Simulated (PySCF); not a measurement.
**Pd²⁺ (palladium, charge +2): PBE calculation**

Configuration: [Kr] 4d7 5p1, one real determinant (an excited configuration). All numbers are calculated (PySCF 2.14, a scalar-relativistic core potential, in aug-cc-pVDZ-PP with ECP28MDF (5s5p4d2f, 54 functions)).

```json
{
 "Total energy": "-125.9406 hartree",
 "One-electron energy": "-207.8615 hartree",
 "Hartree (Coulomb) energy": "93.7374 hartree",
 "Exchange-correlation energy": "-11.8164 hartree",
 "⟨S²⟩": "6.0004",
 "⟨L²⟩": "13.718",
 "Sum of ⟨r⟩": "20.54 bohr",
 "Sum of ⟨r²⟩": "33.90 bohr²",
 "Traceless quadrupole moment −½Σ⟨3z² − r²⟩ along its main axis": "-3.84 e·bohr²"
}
```

```json
{"shell": "4s α", "electrons": "1", "mean orbital energy (hartree)": "-4.35024", "spread (hartree)": "0", "rms radius, mean of both spins (bohr)": "1.01"}
{"shell": "4s β", "electrons": "1", "mean orbital energy (hartree)": "-4.24730", "spread (hartree)": "0", "rms radius, mean of both spins (bohr)": "1.01"}
{"shell": "4p α", "electrons": "3", "mean orbital energy (hartree)": "-3.07113", "spread (hartree)": "0.01789", "rms radius, mean of both spins (bohr)": "1.10"}
{"shell": "4p β", "electrons": "3", "mean orbital energy (hartree)": "-2.96694", "spread (hartree)": "0.01623", "rms radius, mean of both spins (bohr)": "1.10"}
{"shell": "4d α", "electrons": "5", "mean orbital energy (hartree)": "-1.22526", "spread (hartree)": "0.04612", "rms radius, mean of both spins (bohr)": "1.44"}
{"shell": "4d β", "electrons": "2", "mean orbital energy (hartree)": "-1.14564", "spread (hartree)": "0.01486", "rms radius, mean of both spins (bohr)": "1.44"}
{"shell": "5p α", "electrons": "1", "mean orbital energy (hartree)": "-0.61953", "spread (hartree)": "0", "rms radius, mean of both spins (bohr)": "3.16"}
```

⟨L²⟩ = 13.72 against 20 for a pure G term, so this real determinant mixes terms. Energies and moments cover only the electrons outside the core potential.
